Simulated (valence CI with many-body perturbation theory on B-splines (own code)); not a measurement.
Energy levels of Xe20+

Calculated by relativistic CI+MBPT: six valence electrons over a frozen Dirac-Fock core [Ar] 3d10, radial functions for each j: 9 s, 9 p, 8 d, 6 f, 3 g, 1 h, with the one-electron correlation potential Σ1 (screened to all orders), the two-electron term Σ2, the three-electron term Σ3, Breit, model QED; selected single and double excitations, second order for the rest, scaled by the run's own slope (own B-spline code, finite nucleus).

No measured spectrum was set against this ion. As an estimate, levels hold to about 250 cm⁻¹ or 0.2 % of their energy and the worst to 1 %, as in measured heavy ions of charge 2 to 7; those with d or f electrons hold less well. Among the levels kept, up to 990 cm⁻¹ of a level comes from second order outside the variational space, and about a tenth of that is noise between levels of different J, which matters for small intervals.

Levels 1 to 38 of 38, with energies above the lowest level, (4s^2 4p1/2^2 4p3/2^2) J=2. "Leading %" is the weight of the configuration and term that name the level; weights of strongly mixed levels are sums over their largest components and can fall short. In the jj column 3d3/2^4 stands for four electrons in 3d with j = 3/2.

```csv
No.,Configuration,Term,J,E (cm⁻¹),Leading %,Second component,Leading jj
1,4s2 4p4,3P,2,0,75,23 % 4s2 4p4 1D,4s^2 4p1/2^2 4p3/2^2 (97 %)
2,4s2 4p4,1S,0,39178,50,48 % 4s2 4p4 3P,4s^2 4p1/2^2 4p3/2^2 (95 %)
3,4s2 4p4,3P,1,120120,98,,4s^2 4p1/2 4p3/2^3 (98 %)
4,4s2 4p4,1D,2,143310,75,23 % 4s2 4p4 3P,4s^2 4p1/2 4p3/2^3 (97 %)
5,4s2 4p4,3P,0,283010,50,48 % 4s2 4p4 1S,4s^2 4p3/2^4 (95 %)
6,4s 4p5,3P°,2,534150,86,12 % 4s2 4p3 4d 3P°,4s 4p1/2^2 4p3/2^3 (86 %)
7,4s 4p5,3P°,1,576630,57,23 % 4s 4p5 1P°,4s 4p1/2^2 4p3/2^3 (68 %)
8,4s 4p5,3P°,0,654910,71,16 % 4s2 4p3 4d 3P°,4s 4p1/2 4p3/2^4 (71 %)
9,4s2 4p3 4d,3F°,2,671680,31,24 % 4s2 4p3 4d 5D°,4s^2 4p1/2^2 4p3/2 4d3/2 (88 %)
10,4s2 4p3 4d,5D°,3,679170,38,20 % 4s2 4p3 4d 3F°,4s^2 4p1/2^2 4p3/2 4d3/2 (70 %)
11,4s2 4p3 4d,5D°,0,682320,43,35 % 4s2 4p3 4d 3P°,4s^2 4p1/2^2 4p3/2 4d3/2 (77 %)
12,4s2 4p3 4d,5D°,1,688850,48,14 % 4s2 4p3 4d 3P°,4s^2 4p1/2^2 4p3/2 4d3/2 (67 %)
13,4s2 4p3 4d,5D°,4,699790,51,34 % 4s2 4p3 4d 3F°,4s^2 4p1/2^2 4p3/2 4d5/2 (87 %)
14,4s 4p5,1P°,1,705540,46,16 % 4s 4p5 3P°,4s 4p1/2 4p3/2^4 (52 %)
15,4s2 4p3 4d,5D°,2,718670,39,18 % 4s2 4p3 4d 3D°,4s^2 4p1/2^2 4p3/2 4d5/2 (70 %)
16,4s2 4p3 4d,3G°,3,750920,33,21 % 4s2 4p3 4d 5D°,4s^2 4p1/2^2 4p3/2 4d5/2 (45 %)
17,4s2 4p3 4d,3D°,1,770310,71,12 % 4s2 4p3 4d 3P°,4s^2 4p1/2 4p3/2^2 4d3/2 (43 %)
18,4s2 4p3 4d,3F°,2,777600,47,34 % 4s2 4p3 4d 3D°,4s^2 4p1/2 4p3/2^2 4d3/2 (90 %)
19,4s2 4p3 4d,1S°,0,780590,57,31 % 4s2 4p3 4d 5D°,4s^2 4p1/2 4p3/2^2 4d3/2 (70 %)
20,4s2 4p3 4d,3F°,3,789380,64,16 % 4s2 4p3 4d 5D°,4s^2 4p1/2 4p3/2^2 4d3/2 (73 %)
21,4s2 4p3 4d,3D°,1,794640,75,11 % 4s2 4p3 4d 5D°,4s^2 4p1/2 4p3/2^2 4d3/2 (44 %)
22,4s2 4p3 4d,3D°,3,800790,66,13 % 4s2 4p3 4d 3G°,4s^2 4p1/2 4p3/2^2 4d5/2 (83 %)
23,4s2 4p3 4d,3G°,4,806670,60,29 % 4s2 4p3 4d 5D°,4s^2 4p1/2 4p3/2^2 4d5/2 (66 %)
24,4s2 4p3 4d,3F°,4,815500,58,31 % 4s2 4p3 4d 1G°,4s^2 4p1/2 4p3/2^2 4d3/2 (50 %)
25,4s2 4p3 4d,1G°,4,831450,45,39 % 4s2 4p3 4d 3F°,4s^2 4p1/2 4p3/2^2 4d5/2 (75 %)
26,4s2 4p3 4d,3F°,2,838480,46,31 % 4s2 4p3 4d 1D°,4s^2 4p1/2 4p3/2^2 4d3/2 (81 %)
27,4s2 4p3 4d,3G°,5,838770,98,,4s^2 4p1/2 4p3/2^2 4d5/2 (98 %)
28,4s2 4p3 4d,3P°,1,856120,24,19 % 4s2 4p3 4d 3D°,4s^2 4p1/2 4p3/2^2 4d5/2 (51 %)
29,4s2 4p3 4d,3P°,0,866260,56,30 % 4s2 4p3 4d 1S°,4s^2 4p1/2 4p3/2^2 4d5/2 (63 %)
30,4s2 4p3 4d,3D°,2,875530,52,15 % 4s2 4p3 4d 3P°,4s^2 4p1/2 4p3/2^2 4d5/2 (88 %)
31,4s2 4p3 4d,3P°,2,883330,45,18 % 4s2 4p3 4d 3F°,4s^2 4p1/2 4p3/2^2 4d3/2 (39 %)
32,4s2 4p3 4d,3F°,3,890500,49,27 % 4s2 4p3 4d 3D°,4s^2 4p1/2 4p3/2^2 4d5/2 (86 %)
33,4s2 4p3 4d,3D°,3,896950,59,20 % 4s2 4p3 4d 3G°,4s^2 4p1/2 4p3/2^2 4d5/2 (48 %)
34,4s2 4p3 4d,3P°,1,901620,52,19 % 4s2 4p3 4d 1P°,4s^2 4p1/2 4p3/2^2 4d3/2 (63 %)
35,4s2 4p3 4d,3P°,2,904020,35,24 % 4s2 4p3 4d 3F°,4s^2 4p1/2 4p3/2^2 4d5/2 (47 %)
36,4s2 4p3 4d,3S°,1,920380,60,20 % 4s2 4p3 4d 1P°,4s^2 4p1/2 4p3/2^2 4d5/2 (54 %)
37,4s2 4p3 4d,1F°,3,921230,39,30 % 4s2 4p3 4d 3D°,4s^2 4p1/2 4p3/2^2 4d3/2 (46 %)
38,4s2 4p3 4d,1P°,1,952690,44,20 % 4s2 4p3 4d 3D°,4s^2 4p1/2 4p3/2^2 4d3/2 (60 %)
```

The ionisation energy to 4s2 4p3 4S°_3/2 of the next ion comes out as 617.94 eV (NIST: 616 ± 4 eV (theoretical)). All 38 levels together are meant to be complete up to 957100 cm⁻¹.
